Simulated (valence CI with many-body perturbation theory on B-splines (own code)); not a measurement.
# Eu⁵⁷⁺: E2, E3, M1, M2 decay

Calculated by configuration interaction combined with many-body perturbation theory (CI+MBPT): four valence electrons over a frozen Dirac-Fock core [He], a basis of 11 s, 11 p, 10 d, 8 f, 5 g, 2 h functions for each j, with the one-electron correlation potential Σ1 (screened to all orders), the two-electron term Σ2, the three-electron term Σ3, Breit, model QED; selected single and double excitations, second order for the rest, scaled by the run's own slope (own B-spline code, finite nucleus).

No measured spectrum was set against this ion. As an estimate, large intervals hold to a few tenths of a per cent, small ones and those within an open d or f shell to about a per cent. Among the levels kept, up to 910 cm⁻¹ of a level comes from second order outside the variational space, and about a tenth of that is noise between levels of different J, which matters for small intervals.

Lines 1 to 50 of 84 in falling wavelength, among levels below 690.90 Ry, chosen from the decays that carry over 1 % of a level's rate. Wavelengths and rates use the calculated energies. Electric multipoles are in the length gauge with retardation, E1 and E2 with the static RPA response of the core. M1 uses the relativistic operator with retardation. Weak lines are less certain than strong ones. Lines between different terms over intervals too small for the method are left out, as are lines whose strength nearly cancels.

Levels are named by their leading jj configuration (3d3/2^4 stands for four electrons in 3d with j = 3/2), which in mixed levels can hold well under half, so a name can repeat and another be missing. Letters in brackets count levels of one name in rising energy.

```csv
λ vac (nm),Upper,Lower,Type,A (s⁻¹),Branch %
1.843,(2s^2 2p1/2 2p3/2) J=1,(2s^2 2p1/2^2) J=0,M1,1.93e+09,100.0
1.802,(2s^2 2p3/2 3d5/2) J=4,(2s^2 2p1/2 3d5/2) J=3,M1,1.54e+09,1.9
1.798,(2s^2 2p3/2^2) J=2,(2s^2 2p1/2 2p3/2) J=2,M1,1.55e+09,18.7
1.796,(2s^2 2p1/2 2p3/2) J=2,(2s^2 2p1/2^2) J=0,E2,5.07e+06,99.7
1.754,(2s^2 2p3/2^2) J=2,(2s^2 2p1/2 2p3/2) J=1,M1,1.55e+09,18.8
1.638,(2s^2 2p3/2^2) J=0,(2s^2 2p1/2 2p3/2) J=1,M1,3.65e+09,36.8
0.1901,(2s^2 2p3/2 3p1/2) J=2,(2s^2 2p3/2^2) J=0,E2,2.00e+11,6.0
0.1896,(2s^2 2p1/2 3p1/2) J=1,(2s^2 2p1/2 2p3/2) J=2,E2,5.47e+11,37.4
0.1896,(2s 2p1/2^2 3p1/2) J=0,(2s 2p1/2^2 2p3/2) J=2,E2,1.07e+12,28.7
0.1891,(2s^2 2p1/2 3p1/2) J=1,(2s^2 2p1/2 2p3/2) J=1,E2,5.43e+11,37.0
0.1887,(2s^2 2p3/2 3p1/2) J=1,(2s^2 2p3/2^2) J=2,E2,5.60e+11,13.5
0.1887,(2s^2 2p3/2 3p1/2) J=2,(2s^2 2p3/2^2) J=2,E2,7.55e+11,22.6
0.1885,(2s^2 2p1/2 3p1/2) J=0,(2s^2 2p1/2 2p3/2) J=2,E2,1.06e+12,30.7
0.1882,(2s^2 2p3/2 3d5/2) J=4,(2s 2p1/2 2p3/2^2) J=2 [b],E2,1.20e+09,1.5
0.1878,(2s 2p3/2^2 3p1/2) J=0,(2s 2p3/2^3) J=2,E2,5.92e+11,19.2
0.1863,(2s 2p1/2 2p3/2 3p3/2) J=4,(2s 2p1/2 2p3/2^2) J=2 [b],E2,3.43e+10,2.7
0.1861,(2s^2 2p3/2 3d5/2) J=4,(2s 2p1/2 2p3/2^2) J=3,E2,6.81e+09,8.4
0.1851,(2s 2p3/2^2 3p3/2) J=4,(2s 2p3/2^3) J=2,E2,1.82e+11,10.5
0.1842,(2s 2p1/2 2p3/2 3p3/2) J=4,(2s 2p1/2 2p3/2^2) J=3,E2,3.19e+11,25.3
0.1842,(2s 2p1/2 2p3/2 3p3/2) J=0 [b],(2s 2p1/2 2p3/2^2) J=2 [b],E2,5.67e+11,7.5
0.1840,(2s^2 2p3/2 3p3/2) J=2,(2s^2 2p3/2^2) J=0,E2,2.14e+11,1.8
0.1839,(2s 2p1/2 2p3/2 3p3/2) J=1 [e],(2s 2p1/2 2p3/2^2) J=2 [b],E2,3.32e+11,2.2
0.1837,(2s 2p1/2 2p3/2 3p3/2) J=1 [e],(2s 2p1/2 2p3/2^2) J=1 [a],E2,2.86e+11,1.9
0.1836,(2s 2p1/2^2 3p3/2) J=2,(2s 2p1/2^2 2p3/2) J=2,E2,3.70e+11,2.6
0.1835,(2s^2 2p1/2 3p3/2) J=2,(2s^2 2p1/2 2p3/2) J=2,E2,3.70e+11,17.1
0.1834,(2s^2 2p1/2 3p3/2) J=1,(2s^2 2p1/2 2p3/2) J=2,E2,2.64e+11,4.9
0.1834,(2s^2 2p3/2 3p3/2) J=3,(2s^2 2p3/2^2) J=2,E2,4.08e+11,5.7
0.1833,(2s^2 2p3/2 3p3/2) J=1,(2s^2 2p3/2^2) J=2,E2,3.65e+11,1.1
0.1831,(2s 2p1/2 2p3/2 3p3/2) J=4,(2s 2p1/2 2p3/2^2) J=2 [a],E2,2.07e+10,1.6
0.1830,(2s^2 2p1/2 3p3/2) J=2,(2s^2 2p1/2 2p3/2) J=1,E2,1.64e+11,7.6
0.1829,(2s^2 2p1/2 3p3/2) J=1,(2s^2 2p1/2 2p3/2) J=1,E2,2.55e+11,4.7
0.1827,(2s 2p3/2^2 3p3/2) J=0,(2s 2p3/2^3) J=2,E2,2.23e+11,3.2
0.1821,(2s^2 2p3/2 3p3/2) J=0,(2s^2 2p3/2^2) J=2,E2,1.07e+12,9.1
0.1819,(2s 2p1/2 2p3/2 3p3/2) J=1 [e],(2s 2p1/2 2p3/2^2) J=3,E2,2.02e+11,1.4
0.1811,(2s 2p1/2 2p3/2 3d5/2) J=5,(2s 2p1/2 2p3/2^2) J=3,M2,2.10e+10,44.6
0.1811,(2s 2p1/2 2p3/2 3d5/2) J=5,(2s 2p1/2 2p3/2^2) J=3,E3,1.09e+09,2.3
0.1811,(2s 2p1/2 2p3/2 3p3/2) J=0 [b],(2s 2p1/2 2p3/2^2) J=2 [a],E2,1.51e+11,2.0
0.1802,(2s^2 2p3/2 3d5/2) J=4,(2s^2 2p3/2^2) J=2,M2,2.01e+10,24.9
0.1802,(2s^2 2p3/2 3d5/2) J=4,(2s^2 2p3/2^2) J=2,E3,1.45e+09,1.8
0.1686,(2s^2 2p3/2 3d5/2) J=4,(2s 2p1/2^2 2p3/2) J=2,E2,5.90e+09,7.3
0.1672,(2s 2p3/2^2 3p3/2) J=4,(2s 2p1/2 2p3/2^2) J=3,E2,2.56e+11,14.7
0.1671,(2s 2p1/2 2p3/2 3p3/2) J=4,(2s 2p1/2^2 2p3/2) J=2,E2,5.77e+11,45.8
0.1669,(2s 2p3/2^2 3p3/2) J=0,(2s 2p1/2 2p3/2^2) J=2 [b],E2,6.37e+11,9.2
0.1668,(2s 2p1/2 2p3/2 3p3/2) J=1 [e],(2s 2p1/2^2 2p3/2) J=1,E2,3.43e+11,2.3
0.1665,(2s 2p3/2^2 3p3/2) J=2 [c],(2s 2p1/2 2p3/2^2) J=2 [b],E2,2.72e+11,1.4
0.1665,(2s^2 2p1/2 3p3/2) J=2,(2s^2 2p1/2^2) J=0,E2,5.14e+11,23.7
0.1664,(2s^2 2p3/2 3p3/2) J=3,(2s^2 2p1/2 2p3/2) J=2,E2,2.66e+11,3.7
0.1663,(2s^2 2p3/2 3p3/2) J=1,(2s^2 2p1/2 2p3/2) J=2,E2,4.83e+11,1.4
0.1663,(2s 2p3/2^2 3p3/2) J=4,(2s 2p1/2 2p3/2^2) J=2 [a],E2,4.50e+11,25.9
0.1660,(2s^2 2p3/2 3p3/2) J=3,(2s^2 2p1/2 2p3/2) J=1,E2,3.76e+11,5.2
```
